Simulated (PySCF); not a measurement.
C2H6N2OSi, SMILES C[Si@@H](N)N=C=O.

Coordinates come from a B3LYP-D3(BJ)/def2-SVP optimisation. The structure was generated by enumeration; whether it is a known compound was not checked. The values are those of a single conformer.

Calculation: SMD-M06-2X/def2-SVP (PySCF).

Solvation free energies are E(SMD) − E(gas) at the gas-phase geometry, for 1 M in both phases. In vacuum the dipole moment is 2.76 D.

```
solvent            ΔG(solv) (kcal/mol)  its non-electrostatic (CDS) part  dipole (D)
-----------------  -------------------  --------------------------------  ----------
water                              ___                               ___         ___
chloroform                        -2.3                               1.8        3.17
dimethylsulfoxide                 -3.0                               2.2        3.23
```

### Question
Complete the blanks. (Estimate from the structure and the level; the computed values follow.)

### Answer

- water, ΔG(solv) (kcal/mol): 1.0
- water, its non-electrostatic (CDS) part: 7.7
- water, dipole (D): 3.53
